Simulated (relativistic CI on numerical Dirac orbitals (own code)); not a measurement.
## Radial parameters of Zn

Method of calculation: Dirac-Coulomb-Breit CI, orbitals from a KLI potential per configuration, model QED, valence Slater integrals scaled by 0.85, P86 correlation energy added to each configuration (own radial code, finite nucleus).

Slater integrals F^k, G^k are unscaled and averaged over j, outside the closed core [Ar] 3d10; ζ comes from projecting the Hamiltonian with its Breit term on Σ l·s of the shell.

- 4s4p: G^1(4s,4p) = 32806, ζ(4p) = 260.27 cm⁻¹; <r>(4s) = 2.614, <r^2>(4s) = 8.046, <r>(4p) = 4.067, <r^2>(4p) = 19.89 (bohr units).
- 4s5s: G^0(4s,5s) = 1413.2 cm⁻¹; <r>(4s) = 2.487, <r^2>(4s) = 7.245, <r>(5s) = 8.452, <r^2>(5s) = 80.26 (bohr units).
- 4s4d: G^2(4s,4d) = 1117, ζ(4d) = 1.2328 cm⁻¹; <r>(4s) = 2.452, <r^2>(4s) = 6.997, <r>(4d) = 10.38, <r^2>(4d) = 123.8 (bohr units).

In this model ζ of a weakly bound d, f or g electron outside closed shells comes out too small, for d by up to a factor of two or three and at times with the wrong sign; that of an outer p electron is too small as well.

Correlation outside the listed configurations is missing or only estimated: errors of thousands of cm⁻¹ between configurations and terms are usual at this charge. Rates and lifetimes follow the computed energies and can be off by large factors. The fine structure of a lone outer electron comes out too small, for d and f at times inverted, and misplaced configurations move strength between like terms. 13 of the 13 excited levels that our extract of the measured tables holds in this range could be paired (the sources list more); they are missed by 4622 cm⁻¹ on average and 5422 at most, and levels without a partner can miss by more.

Averages of the first 10 configurations, taken without configuration mixing, which lowers the lowest level and can move excited configurations by several eV; other configurations of the list can lie among them:

| Configuration | Parity | States | Average energy above the lowest level (eV) |
| --- | --- | --- | --- |
| 4s² | even | 1 | 0.5 |
| 4s4p | odd | 12 | 4.1 |
| 4s5s | even | 4 | 6.1 |
| 4s4d | even | 20 | 7.1 |
| 4s5d | even | 20 | 7.9 |
| 4p² | even | 15 | 9.5 |
| 4s6s | even | 4 | 7.6 |
| 4s5p | odd | 12 | 7.1 |
| 4s6p | odd | 12 | 7.9 |
| 4s4f | odd | 28 | 8.1 |
